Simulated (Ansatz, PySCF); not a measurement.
This Ansatz (a program for electronic structure) input computes a PBE/def2-TZVPD energy:

Ansatz 0.2 input:
```yaml
crystal:
  periodic: [false, false, false]
  atoms:
    - {symbol: P, position_ang: [0.05723658, 0.01068448, -0.39752192]}
    - {symbol: O, position_ang: [-0.14842036, -0.02770597, 1.03081540]}
    - {symbol: H, position_ang: [1.29230879, 0.38539804, -0.96991434]}
    - {symbol: H, position_ang: [-0.96349456, -0.32401754, -1.31378017]}
basis:
  gaussian:
    orbitals: def2-TZVPD
hamiltonian:
  xc: {name: PBE}
total_charge: 1
output: {forces: true}
```

**Question.** Write an input for the same energy in PySCF and say what it gives.

**Answer.** 
```python
from pyscf import gto, scf, dft

mol = gto.M(
    atom='''
    P     0.05723658    0.01068448   -0.39752192
    O    -0.14842036   -0.02770597    1.03081540
    H     1.29230879    0.38539804   -0.96991434
    H    -0.96349456   -0.32401754   -1.31378017
    ''',
    basis='def2-tzvpd',
    charge=1,
    spin=0,
    verbose=4,
)

mf = dft.RKS(mol, xc='pbe').density_fit(auxbasis='def2-universal-jkfit')
mf.grids.level = 3
mf.conv_tol = 1e-9
mf.max_cycle = 100
mf.max_memory = 1500
mf.kernel()
if not mf.converged:
    mf = mf.newton()
    mf.kernel(mf.make_rdm1())
mf.analyze()
```
It gives -417.22215 Eh, and Ansatz -417.22211 Eh, a difference of 0.04 mEh, from the treatment of integrals and grids.

It need not be the lowest isomer of its formula.
